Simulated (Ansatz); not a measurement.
Reactions of CH5BO2, SMILES `CB(O)O`.

Gas-phase electronic energies from Ansatz, PBE0-D4/def2-TZVP geometries. CCSD(T)/CBS adds triple-zeta CCSD(T) − MP2 to the extrapolated MP2 energy (def2 sets, frozen cores). Small cases extrapolate CCSD(T) itself. Triplets are unrestricted, without spin–orbit coupling. Elements past krypton have def2 core potentials. For Se, Te outer-core shells are correlated without core-valence functions, which leaves a few kJ/mol of doubt a bond. Scalar relativity is left out up to krypton. Each species was taken in one conformer, which may not be the lowest.

**Question.** Order these by ΔE at CCSD(T)/CBS, lowest first. (An estimate is asked.)
A. `CB(O)O` → `[CH2]` (triplet) + `OBO`
B. `CB(O)O` + `C[SiH2]O` → `C[SiH2]OB(O)O` + CH₄
C. `CB(O)O` + `CC(C)[TeH]` → `CC(C)[Te]B(O)O` + CH₄
D. `CB(O)O` + H₂Se → `CB(O)[SeH]` + H₂O

**Answer.** B (-141.5 kJ/mol), C (-53.7 kJ/mol), D (+53.7 kJ/mol), A (+469.3 kJ/mol).

Largest T1 diagnostic: 0.013, for `OBO`.

Extrapolated directly: `CB(O)O` → `[CH2]` (triplet) + `OBO`.
